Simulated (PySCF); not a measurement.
Ce(III) with more and more H2O

Computed with PySCF 2.14.0, PBE0, def2-SVP on the ligands, density fitting, scalar-relativistic core potentials, no spin-orbit coupling, vacuum. The metal has lcecp-1-SVP with ECP47. Each complex is relaxed within the symmetry of its template. Distances are means of the shortest metal–ligand contacts, charges and spins Mulliken's; removal energies are rigid, with the ligand's formal charge and no counterpoise, so too large; for an anion taken off a cation in vacuum most of it is the attraction of opposite charges, and multiply charged cations can part far more cheaply with an electron moved from ligand to metal. lcecp potentials hold a fixed number of 4f electrons in the core, out of states, spins and gaps.

| complex | point group | M–H2O (Å) | charge on M (e) | removal of one H2O (eV) | strongest infrared band, degenerate modes summed (cm⁻¹) | unstable modes (below −25 cm⁻¹) |
| --- | --- | --- | --- | --- | --- | --- |
| [Ce(H2O)]3+ | C2v | 2.306 | 2.61 | 4.57 | 3447 | 0 |
| [Ce(H2O)2]3+ | C2 | 2.342 | 2.31 | 3.94 | 3527 | 0 |
| [Ce(H2O)4]3+ | S4 | 2.411 | 1.87 | 3.11 | – | not given |

Question: What does the calculation give for [Ce(H2O)3]3+?

Answer: point group: D3, nearly planar, M–H2O (Å): 2.380, charge on M (e): 2.07, removal of one H2O (eV): 3.46, strongest infrared band, degenerate modes summed (cm⁻¹): 3591, unstable modes (below −25 cm⁻¹): 0 (lowest -7 cm⁻¹, within noise).
```xyz
10

Ce    0.0000    0.0000    0.0000
O     2.3796    0.0000    0.0000
H     2.9954   -0.7677    0.0665
H     2.9954    0.7677   -0.0665
O    -1.1898    2.0608    0.0000
H    -0.8329    2.9779    0.0665
H    -2.1625    2.2103   -0.0665
O    -1.1898   -2.0607    0.0000
H    -2.1625   -2.2102    0.0665
H    -0.8329   -2.9779   -0.0665
```

The more ligands, the longer each bond and the weaker the last ligand is held.

Members with unstable modes aren't minima as they stand: saddle points kept by symmetry or, where the modes are soft, flat surfaces and noise. Moved off a saddle point of the template and relaxed again: [Ce(H2O)2]3+, [Ce(H2O)3]3+, [Ce(H2O)4]3+. One start shape was tried for each, so a minimum needn't be the lowest isomer.
